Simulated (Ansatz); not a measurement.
Geometry optimisation, RKS PBE0/6-31G* (Ansatz).

input.yaml

```yaml
crystal:
  periodic: [false, false, false]
  atoms:
    - { symbol: "N", position_ang: [-1.9074, 0.6486, -0.4771] }
    - { symbol: B, position_ang: [-0.9579, -0.4503, -0.6247] }
    - { symbol: "N", position_ang: [-0.9774, -1.2887, -1.9076] }
    - { symbol: Si, position_ang: [0.3692, -0.8228, 0.8214] }
    - { symbol: Si, position_ang: [1.5819, 0.9513, 1.1548] }
    - { symbol: H, position_ang: [-1.7222, 1.4089, -1.2297] }
    - { symbol: H, position_ang: [-1.7735, 1.1651, 0.4352] }
    - { symbol: H, position_ang: [-0.6472, -0.6363, -2.6868] }
    - { symbol: H, position_ang: [-0.1774, -1.982, -1.773] }
    - { symbol: H, position_ang: [1.1447, -1.9781, 0.4871] }
    - { symbol: H, position_ang: [-0.4674, -1.143, 2.0706] }
    - { symbol: H, position_ang: [2.50993, 0.73159, 2.25225] }
    - { symbol: H, position_ang: [2.36612, 1.2832, -0.11243] }
    - { symbol: H, position_ang: [0.68763, 2.08281, 1.46819] }
basis:
  gaussian: { orbitals: "6-31G*" }
hamiltonian:
  xc: pbe0
relax:
  f_tol: 0.015
  max_steps: 40
```

Launched with:

```bash
$ ansatz run input.yaml --threads 2 --pin off --max-ram 3072MiB --backend cpu --events-out ev --progress --plain --runs-dir out
```

Task: Where does it end, and by what steps?

Result: It converged. After 10 steps the energy has fallen by 1.558 eV; H8 moved furthest, 0.89 Å.

```
step  energy less start (eV)  largest force component (eV/Å)  accepted
   0                  0.0000                           2.748       yes
   1                 -0.8897                           1.742       yes
   2                 -1.1236                           1.583       yes
   3                 -1.3364                           1.579       yes
   4                 -1.4676                           0.750       yes
   5                 -1.5197                           0.167       yes
   6                 -1.5500                           0.081       yes
   7                 -1.5557                           0.042       yes
   8                 -1.5567                           0.063       yes
   9                 -1.5571                           0.026       yes
  10                 -1.5577                           0.006       yes
```

```xyz
14
Properties=species:S:1:pos:R:3
N -1.621 0.815 -0.693
B -0.838 -0.361 -0.768
N -0.869 -1.208 -1.899
Si 0.386 -0.835 0.784
Si 1.701 1.001 1.399
H -2.260 1.112 -1.417
H -1.613 1.431 0.103
H -1.444 -1.042 -2.713
H -0.315 -2.045 -1.966
H 1.297 -1.976 0.450
H -0.375 -1.254 2.005
H 2.598 0.725 2.559
H 2.555 1.453 0.260
H 0.828 2.156 1.775
```

Whether the end is a true minimum wasn't checked by a vibrational analysis.

Run time: 42 s on 2 threads of Arm Neoverse V1 (shared host), peak memory 0.23 GiB.
